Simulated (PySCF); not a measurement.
Structure from NMR data

An unknown has the formula CH13NOSi4. Its calculated NMR data are:

¹H NMR (300 MHz, computed): δ 5.14 (q, 2H), 5.13 (s, 2H), 4.62 (s, 6H), 0.47 (t, 3H).

¹³C{¹H} NMR (computed): δ -0.3 (CH3).

All values are calculated (PySCF 2.14.0 with density-fitted response routines): geometry from PBE0-D3(BJ)/def2-SVP, NMR shieldings at PBE0/pcSseg-1/GIAO. Relativity neglected, one conformer, averaged over atoms made equivalent by symmetry, fast rotation or ring inversion, no solvent model.

δ = σ(ref) − σ, references computed at the same level: ¹H, ¹³C vs TMS.

Q: Propose a structure and justify it.

A: 
1. The formula gives 0 degrees of unsaturation.
2. Carbon types of the structure: 1 × CH3, leaving 10 H on heteroatoms.
3. δC -0.3: methyl carbon bonded to Si; an electropositive neighbour leaves it electron-rich and shielded.
4. δH 5.14: hydrogen on a silicon bonded to C, O.
5. δH 5.13: hydrogen on a silicon bonded to N, O.
6. δH 4.62: hydrogen on a silicon bonded to N.
7. δH 0.47: hydrogen on a methyl carbon bonded to Si; an electropositive neighbour shields it, as in TMS itself.

The compound is SMILES C[SiH2]O[SiH2]N([SiH3])[SiH3].

The data come from this structure; uniqueness wasn't tested.

Shifts are as computed. Against solution values, carbons near 30 ppm lie about +2 ppm off and those near 130 ppm about +5 ppm. Of 1211 compounds with measured shifts, 218 miss one by over three times the rms of a fit or turn the order of signals round; such compounds aren't used in these exercises. Multiplicities follow the n + 1 count of equivalent neighbours, as no J values were calculated; m marks all less simple cases, F and P coupling included.
